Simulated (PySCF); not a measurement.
Molecule: SMILES CC(C)OC(=O)C(C)C. Atoms near the plane z = 0.0 Å, at the GFN2-xTB optimised geometry (x, y, z in Å): O6 (-1.0, 1.7, -1.0), C8 (1.7, 1.3, 0.0), H16 (-2.5, -2.3, -0.8), H18 (1.3, 0.8, 0.9), H19 (1.3, 2.3, 0.0), H20 (2.8, 1.3, 0.0).

Level of theory: PBE0/def2-SVP (PySCF). Cells within 0.4 Å of a nucleus heavier than hydrogen are left out (blank, or x). The values are rescaled to run from 0 to 1.

```
|000000000000000000000000000|
|000000000000000000000000000|
|000000000000000000000000000|
|000000000000000111100000000|
|000000000000002333321000000|
|000000000122223556542100000|
|000000002344435688754320000|
|000000024556545799865532000|
|000000134666655799987653100|
|00000013567765579xx99864200|
|00001123456665679xx99864200|
|000022334455556789988753100|
|000123433345555678776542100|
|000133433334444566654321000|
|000123332233334455432210000|
|000122332233323344321000000|
|000123333222211233210000000|
|001234443211000111100000000|
|001234554310000000000000000|
|001235555310000000000000000|
|000234554310000000000000000|
|000123443200000000000000000|
|000012222100000000000000000|
|000000000000000000000000000|
|000000000000000000000000000|
|000000000000000000000000000|
|000000000000000000000000000|
```
Scale: ten equal steps from 0.000 (start of '0') to 1.00 (end of '9'), in the order '0123456789'; x runs from -5.00 to 5.00, y from -5.00 (bottom) to 5.00 (top).

Question: Which quantity is mapped?
A. electron localisation function
B. electrostatic potential
C. Laplacian of the electron density
D. log10 of the electron density

Answer: D, log10 of the electron density. In full: log10 of the electron density (e/bohr³), floored at −4.
